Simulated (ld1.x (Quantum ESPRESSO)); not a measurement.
Varying the TM potential for neon (Ne)

Base potential:

| Property | Result |
| --- | --- |
| Element | Ne |
| Generator | ld1.x (Quantum ESPRESSO) 7.5 |
| Type | norm-conserving Troullier–Martins (Kleinman–Bylander form) |
| Functional | PBE |
| Relativity | non-relativistic |
| Frozen core | [He] |
| Valence charge | 8 |
| Reference configuration | 2s2 2p5 (charge +1) |
| Partial waves | 2s (bound): rc 0.55 bohr; 2p (bound): rc 1.55 bohr; 3d channel at 0.15 Ry: rc 1.25 bohr |
| Local potential | the d channel |
| Core correction | none |

All-electron outer shells of the reference configuration (PBE, non-relativistic, ld1.x):

| shell | level (eV) | outermost node (bohr) | outermost maximum (bohr) |
| --- | --- | --- | --- |
| 2s | -55.51 | 0.22 | 0.68 |
| 2p | -32.29 | – | 0.60 |

Cutoffs, loose and tight: the cutoffs (Ry, on a coarse ladder) from which the occupation-weighted sum of valence levels, in a spherical-Bessel basis at the reference potential, stays within 10 and 1 mRy of its value at 400 Ry. They do not see the model core or the augmentation charge, which bear on the density cutoff. Test errors are all-electron minus pseudo excitation energies from the reference, over the configurations 2s2 2p6; 2s2 2p4; 2s2 2p3; 2s1 2p6; 2s2 2p5.5; 2s2 2p2. A dash means not determined; rows that change the core or the reference have their own tests.

| change | outcome | cutoff, loose | cutoff, tight | bound ghosts | largest test error (meV) |
| --- | --- | --- | --- | --- | --- |
| base | generated | 230 Ry | over 300 Ry | none | +3526 |
| wave 3d channel at 0.15 Ry: rc 1.25 bohr becomes 3d channel at -0.16 Ry: rc 1.25 bohr | generated | 230 Ry | over 300 Ry | none | +3527 |
| wave 3d channel at 0.15 Ry: rc 1.25 bohr becomes 3d channel at -0.08 Ry: rc 1.25 bohr | generated | 230 Ry | over 300 Ry | none | +3528 |
| wave 3d channel at 0.15 Ry: rc 1.25 bohr becomes 3d channel at 0.01 Ry: rc 1.25 bohr | generated | 230 Ry | over 300 Ry | none | +3528 |
| wave 3d channel at 0.15 Ry: rc 1.25 bohr becomes 3d channel at 0.22 Ry: rc 1.25 bohr | generated | 230 Ry | over 300 Ry | none | +3527 |
| wave 3d channel at 0.15 Ry: rc 1.25 bohr becomes 3d channel at 0.45 Ry: rc 1.25 bohr | generated | 230 Ry | over 300 Ry | none | +3526 |
| wave 3d channel at 0.15 Ry: rc 1.25 bohr becomes 3d channel at 0.74 Ry: rc 1.25 bohr | generated | 230 Ry | over 300 Ry | none | +3526 |
| wave 3d channel at 0.15 Ry: rc 1.25 bohr becomes 3d channel at 1.29 Ry: rc 1.25 bohr | generated | 230 Ry | over 300 Ry | none | +3523 |
| wave 3d channel at 0.15 Ry: rc 1.25 bohr becomes 3d channel at 2.09 Ry: rc 1.25 bohr | generated | 230 Ry | over 300 Ry | none | +3521 |
| wave 3d channel at 0.15 Ry: rc 1.25 bohr becomes 3d channel at 3.39 Ry: rc 1.25 bohr | generated | 230 Ry | over 300 Ry | none | +3514 |
| wave 3d channel at 0.15 Ry: rc 1.25 bohr becomes 3d channel at 6.07 Ry: rc 1.25 bohr | generated | 230 Ry | over 300 Ry | none | +3494 |
